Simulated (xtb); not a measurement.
xtb input (GFN1-xTB):

```bash
xtb mol.xyz --gfn 1 --sp --chrg -1 --uhf 0
```
mol.xyz:
```
7

C      1.50585401     0.04415490    -0.29924590
C      0.12096060     0.00834657    -0.07305666
F     -0.54724594    -1.05365661    -0.65398793
F     -0.41237830    -0.13475608     1.33470417
F     -0.56897929     1.14959353    -0.43825548
H      1.98931034     0.92568671     0.11479107
H      2.00723373    -0.89132309    -0.06312245
```

End of the output:

```
         :::::::::::::::::::::::::::::::::::::::::::::::::::::
         ::                     SUMMARY                     ::
         :::::::::::::::::::::::::::::::::::::::::::::::::::::
         :: total energy             -20.936293477992 Eh    ::
         :: gradient norm              0.018259836474 Eh/a0 ::
         :: HOMO-LUMO gap              6.593635269198 eV    ::
         ::.................................................::
         :: SCC energy               -21.011843159124 Eh    ::
         :: -> electrostatic           0.190424862882 Eh    ::
         :: repulsion energy           0.076884169249 Eh    ::
         :: dispersion energy         -0.001334488116 Eh    ::
         :: halogen bond corr.         0.000000000000 Eh    ::
         :: add. restraining           0.000000000000 Eh    ::
         :: total charge              -1.000000000000 e     ::
         :::::::::::::::::::::::::::::::::::::::::::::::::::::

           -------------------------------------------------
          |                Property Printout                |
           -------------------------------------------------

    * Orbital Energies and Occupations

         #    Occupation            Energy/Eh            Energy/eV
      -------------------------------------------------------------
         1        2.0000           -0.6467930             -17.6001
       ...           ...                  ...                  ...
         4        2.0000           -0.4453766             -12.1193
         5        2.0000           -0.4057952             -11.0422
         6        2.0000           -0.3898520             -10.6084
         7        2.0000           -0.3791824             -10.3181
         8        2.0000           -0.3445999              -9.3770
         9        2.0000           -0.3348642              -9.1121
        10        2.0000           -0.3209077              -8.7323
        11        2.0000           -0.3153368              -8.5808
        12        2.0000           -0.2885215              -7.8511
        13        2.0000           -0.2837982              -7.7225
        14        2.0000           -0.2797722              -7.6130
        15        2.0000           -0.2740047              -7.4560
        16        2.0000           -0.1472608              -4.0072 (HOMO)
Note: The following floating-point exceptions are signalling: IEEE_DENORMAL
normal termination of xtb
        17                          0.0950509               2.5865 (LUMO)
        18                          0.1299668               3.5366
        19                          0.1681160               4.5747
        20                          0.1885212               5.1299
        21                          0.1951021               5.3090
        22                          0.5561730              15.1342
        23                          0.5812764              15.8173
        24                          0.5987856              16.2938
      -------------------------------------------------------------
                  HL-Gap            0.2423116 Eh            6.5936 eV
             Fermi-level           -0.0261050 Eh           -0.7104 eV

  Mulliken/CM5 charges         n(s)   n(p)   n(d)
     1C    -0.57253 -0.66468   1.056  3.517  0.000
     2C     0.63108  0.66903   1.055  2.314  0.000
     3F    -0.32486 -0.34445   1.846  5.479  0.000
     4F    -0.42780 -0.44209   1.897  5.531  0.000
     5F    -0.32486 -0.34445   1.846  5.479  0.000
     6H     0.00949  0.06332   0.991  0.000  0.000
     7H     0.00949  0.06332   0.991  0.000  0.000

Wiberg/Mayer (AO) data.
largest (>0.10) Wiberg bond orders for each atom

 ---------------------------------------------------------------------------
     #   Z sym  total        # sym  WBO       # sym  WBO       # sym  WBO
 ---------------------------------------------------------------------------
     1   6 C    3.401 --     2 C    1.272     7 H    0.980     6 H    0.980
                             4 F    0.111
     2   6 C    3.703 --     1 C    1.272     5 F    0.869     3 F    0.869
                             4 F    0.676
     3   9 F    0.983 --     2 C    0.869
     4   9 F    0.860 --     2 C    0.676     1 C    0.111
     5   9 F    0.983 --     2 C    0.869
     6   1 H    1.013 --     1 C    0.980
     7   1 H    1.013 --     1 C    0.980
 ---------------------------------------------------------------------------

Topologies differ in total number of bonds
Writing topology from bond orders to xtbtopo.mol

 dipole moment from electron density (au)
     X       Y       Z
  -0.5546  -0.0254   0.2037  total (Debye):    1.503

           -------------------------------------------------
          | TOTAL ENERGY              -20.936293477992 Eh   |
          | GRADIENT NORM               0.018259836474 Eh/α |
          | HOMO-LUMO GAP               6.593635269198 eV   |
           -------------------------------------------------

------------------------------------------------------------------------
------------------------------------------------------------------------
 total:
 SCF:
```

It need not be the lowest isomer of its formula. Whether it binds its extra electron was not tested at this geometry.
